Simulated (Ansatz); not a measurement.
`CO[SiH]1OC1=N` + H₂O → `N=C1O[SiH]1O` + CH₃OH  (formal hydrolysis of the Si–O bond)

Program: Ansatz. Geometries: PBE0-D4/def2-TZVP. ΔE: electronic, gas phase. CBS: MP2 limit from def2 TZ/QZ plus the TZ coupled-cluster correction, frozen cores. This one scheme is used for every species. Functionals use def2-TZVPP. B3LYP here is the variant with VWN-RPA as its local correlation; programs differ in this. One conformer a species, not always the lowest.

```
             level  ΔE (kJ/mol)  difference from CCSD(T)/CBS
           PBE0-D4          3.5                         -4.2
          B3LYP-D4          5.6                         -2.1
           ωB97X-V          3.9                         -3.8
           ωB97M-V          4.0                         -3.7
            B2PLYP          2.7                         -5.0
            r2SCAN          1.8                         -5.9
     HF/def2-TZVPP          0.2                         -7.5
CCSD(T)/def2-TZVPP          5.9                         -1.8
     HF/def2-QZVPP          0.9                         -6.8
      HF/CBS(def2)          1.0                         -6.7
       CCSD(T)/CBS          7.7                            0
```

Largest T1 diagnostic among the species: 0.016.

In def2-TZVPP, CCSD(T) changes the Hartree–Fock value by +5.7 kJ/mol (the triples alone add +1.0 kJ/mol) and MP2 by +6.7 kJ/mol. The D4 term adds +5.8 kJ/mol with B3LYP and +3.5 kJ/mol with PBE0; it sums over pairs of atoms, weighted by their polarisabilities, and B3LYP, whose exchange is more repulsive, gets the larger term.
